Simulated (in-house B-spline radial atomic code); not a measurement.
**Removing one electron from Gd28+**

Closed shell [Ar] 3d10 4s2 4p6. Computed with a B-spline radial code for spherical atoms: Koopmans values of Dirac-Hartree-Fock plus a diagonal self-energy, in second order or with its direct term screened (direct RPA, with the hole-particle interaction, or full time-dependent Hartree-Fock), linearised in energy; no-pair Dirac-Coulomb Hamiltonian, finite nucleus. Shifts add to the Koopmans value (the ΔSCF shift is orbital relaxation alone); the final value takes TDHF screening with Breit and QED.

Command:
```bash
python run_mb.py task.json out
```
Settings (nuclear radius in fm, box in bohr, cutoff in hartree):
```
basis_form          2
Z                   64
core_configuration  [Ar] 3d10 4s2 4p6
rms_radius          5.1569
mass_number         158
speed_of_light      137.036
box_radius          3.743
lmax                7
intervals           58
virtual_cutoff      16384.0
```

Time taken, with all properties: 44 s on 1 thread of Arm Neoverse N1 (shared host).

Energies in eV:

```tsv
subshell	Koopmans	ΔSCF shift	second order	direct RPA	hole-particle	TDHF	Breit + QED	final
4p3/2	1101.55	-0.641	?	?	?	?	?	?
4p1/2	1144.03	-0.715	1.045	1.022	0.859	0.901	-1.259	1143.67
```

(1) What does the self-energy do to 4p3/2?

## Answers

(1) It shifts the removal energy by 1.317 eV in second order, 1.107 with direct RPA, 1.092 with the hole-particle term and 1.153 with TDHF screening (quasi-particle weight 0.990); Breit and QED add -0.801 eV. The final value is 1101.91 eV, against 1100 ± 4 eV (NIST, tabulated theory).
